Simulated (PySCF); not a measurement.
# Continuum solvent and chemical shifts

Numbering as in the mapped SMILES `[cH:1]1[cH:2][o:3][c:4]([Si@H:5]2[CH2:6][CH2:7][CH2:8][SiH2:9]2)[cH:10]1` (H(Xn): hydrogen on atom n). Ha(C6), Ha(C7), Ha(C8), Ha(Si9) are cis to C4 on the ring; Hb(C6), Hb(C7), Hb(C8), Hb(Si9) are trans to C4 on the ring.

GIAO PBE0/pcSseg-1 in PySCF on one PBE0-D3(BJ)/def2-SVP conformer, non-relativistic, equivalent nuclei averaged. Solvents enter as an IEF-PCM continuum (benzene with ε = 2.3, chloroform with ε = 4.7) around the gas-phase geometry. Shifts are referred to TMS computed in the same medium.

In benzene, δ in ppm: C4 159.2, C2 153.3, C10 128.8, C1 116.0, C7 27.0, C6 17.9, C8 11.8, Si5 -45.8, Si9 -65.8, H(C2) 7.75, H(C10) 7.04, H(C1) 6.59, H(Si5) 4.57, Hb(Si9) 3.76. Dipole moment 0.84 D.

(1) How does each δ change in the more polar medium?

(2) Which nuclei move most (in ppm), and what does the model miss?

Answers

(1) 
| atoms | environment | Δδ, chloroform |
| --- | --- | --- |
| C4 | substituted aromatic carbon next to the ring oxygen | +0.4 |
| C2 | aromatic CH next to the ring oxygen | +0.7 |
| C10 | aromatic CH | +0.4 |
| C1 | aromatic CH | +0.3 |
| C7 | sp3 CH2 in a ring | +0.3 |
| C6 | sp3 CH2 bonded to Si | +0.2 |
| C8 | sp3 CH2 bonded to Si | +0.2 |
| Si5 | silicon bonded to 2 C, Si, H, in a 5-membered ring | 0.0 |
| Si9 | silicon bonded to C, Si, 2 H, in a 5-membered ring | +0.1 |
| H(C2) | hydrogen on an aromatic CH next to the ring oxygen | +0.07 |
| H(C10) | hydrogen on an aromatic CH | +0.06 |
| H(C1) | hydrogen on an aromatic CH | +0.07 |
| H(Si5) | hydrogen on a silicon bonded to 2 C, Si, in a 5-membered ring | 0.00 |
| Hb(Si9) | hydrogen on a silicon bonded to C, Si, in a 5-membered ring | -0.02 |

Changes are relative to benzene. The dipole moment becomes 0.89 D in chloroform.

(2) C2 (aromatic CH next to the ring oxygen, +0.7 ppm) in chloroform. A continuum only polarises the solute; specific hydrogen bonds, the anisotropy of aromatic solvents and changes of geometry or conformer are outside it.
